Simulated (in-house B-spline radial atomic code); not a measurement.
**RPA and G0W0 on B3LYP (VWN-RPA): Ag**

Configuration [Kr] 4d10 5s1, highest spin, mean-field start B3LYP (VWN-RPA). Computed with a B-spline radial code for spherical atoms: all electrons, non-relativistic, point nucleus, each spin shell either full or empty, empty states to l = 9 with an (l + 1/2)⁻⁴ tail; G0W0 by contour deformation at full frequency.

Without relativity these are model numbers: it shifts the levels of so heavy an element strongly and can reorder them.

Command:
```bash
python run_gw.py task.json out
```
Settings (radii: box in bohr, nucleus in fm):
```
Z                        47
electrons                47
configuration            [Kr] 4d10 5s1
hamiltonian              nr
method                   b3lyp
lmax                     9
spin_polarised           True
box_radius               40
intervals                57
ion_configuration        [Kr] 4d10
```

Cost of the run: 4.9 s on 1 thread of Arm Neoverse V2, with other jobs on the host.

Energies (hartree):

```
                                     term        value
                         mean-field total  -5200.12081
Hartree-Fock functional on these orbitals  -5197.66861
                      direct second order      -4.1013
                    second-order exchange       1.1353
                         SOSEX correction        1.041
```

(1) What is the RPA correlation energy, and what remains with SOSEX?

Quasi-particle levels (eV):

```
  level  occupied  mean field  Σx - vxc     Σc  QP weight    G0W0
  5s up       yes      -4.852     -1.35      ?          ?       ?
5s down        no      -3.094      4.08  -2.20      0.870  -1.207
```

G0W0 = mean field + (Σx - vxc) + Σc, with Σc (partial-wave tail included) taken at the quasi-particle energy. Only the outer levels were computed. Levels of low weight are left out.

(2) Where does G0W0 put 5s up?

(3) What does it cost to remove one electron (to [Kr] 4d10) by differences of total energies, each species on its own start (correlation terms add to the Hartree-Fock functional)?

Results:

(1) RPA gives -3.5345 hartree (-2.05 eV per electron); RPA + SOSEX gives -2.4935, and the second-order doubles -2.966 hartree (no singles). RPA lacks exchange-type terms and so overcorrelates at short range.

(2) At -7.378 eV, with Σc = -1.18 eV and a quasi-particle weight of 0.881. The tabulated removal energy is 7.576 eV (NIST, measured); the calculation leaves out relativity, Breit and QED terms, and what these don't explain is the method's own error.

(3) B3LYP (VWN-RPA) 7.340 eV, Hartree-Fock functional 5.790 eV, + RPA 7.418 eV, + RPA + SOSEX 6.804 eV, + second order 7.839 eV. Tabulated: 7.576 eV (NIST, measured); the calculation leaves out relativity, Breit and QED terms, and what these don't explain is the method's own error.
